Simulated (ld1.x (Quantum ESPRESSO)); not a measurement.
nickel (Ni), TM semilocal: configuration errors across variants

* Element: nickel
* Generator: ld1.x (Quantum ESPRESSO) 7.5
* Type: norm-conserving Troullier–Martins (semilocal form)
* Functional: PBE
* Relativity: scalar-relativistic
* Frozen core: [Ne] 3s2
* Valence charge: 16
* Reference configuration: 3p6 3d8 4s1.5 4p0 (charge +0.5)
* Partial waves: 3p (bound): rc 0.75 bohr; 3d (bound): rc 1.05 bohr; 4s (bound): rc 2.05 bohr
* Local potential: the s channel
* Core correction: none

All-electron excitation energies from the reference (eV): (1) 3p6 3d8 4s2 4p0 -3.717; (2) 3p6 3d8 4s1 4p0 5.605; (3) 3p6 3d8 4s0 4p0 22.956; (4) 3p5 3d8 4s2 4p0 75.807; (5) 3p6 3d8.5 4s1.5 4p0 -4.900; (6) 3p6 3d8 4s0 4p2 5.785; (7) 3p6 3d8 4s0 4p1 11.289.

A semilocal file is local in each channel, so a ghost entry of none says nothing of the separable form that plane-wave codes build from it.

Errors AE − PS in meV (a dash: test not solved or not reliable):

| change | (1) | (2) | (3) | (4) | (5) | (6) | (7) | bound ghosts |
| --- | --- | --- | --- | --- | --- | --- | --- | --- |
| base | -0.3 | -1.8 | -18 | -112 | -5.1 | +0.7 | -6.2 | none |
| all radii scaled by about 0.76 (s 1.56, p 0.56, d 0.80 bohr) | +0.3 | -0.9 | -9.4 | +11 | +0.4 | +15 | +7.4 | none |
| all radii scaled by about 0.87 (s 1.78, p 0.66, d 0.92 bohr) | -0.2 | -1.7 | -18 | -74 | -3.7 | +1.6 | -5.4 | none |
| all radii scaled by about 0.91 (s 1.88, p 0.68, d 0.96 bohr) | -0.3 | -1.8 | -19 | -96 | -4.8 | +0.4 | -6.6 | none |
| all radii scaled by about 1.19 (s 2.44, p 0.90, d 1.24 bohr) | +0.3 | -1.2 | -18 | -132 | -2.5 | +10 | +1.8 | none |
| all radii scaled by about 1.26 (s 2.60, p 0.94, d 1.32 bohr) | +0.7 | -1.0 | -23 | -116 | +1.1 | +12 | +2.1 | none |
| all radii scaled by about 1.39 (s 2.84, p 1.04, d 1.46 bohr) | +1.2 | -0.9 | -34 | -143 | +5.4 | +18 | +4.1 | none |

Task: Give the same row for: all radii scaled by about 1.13 (s 2.32, p 0.84, d 1.18 bohr).

Result: +0.1, -1.4, -17, -128, -3.9, +4.9, -2.4; bound ghosts: none.
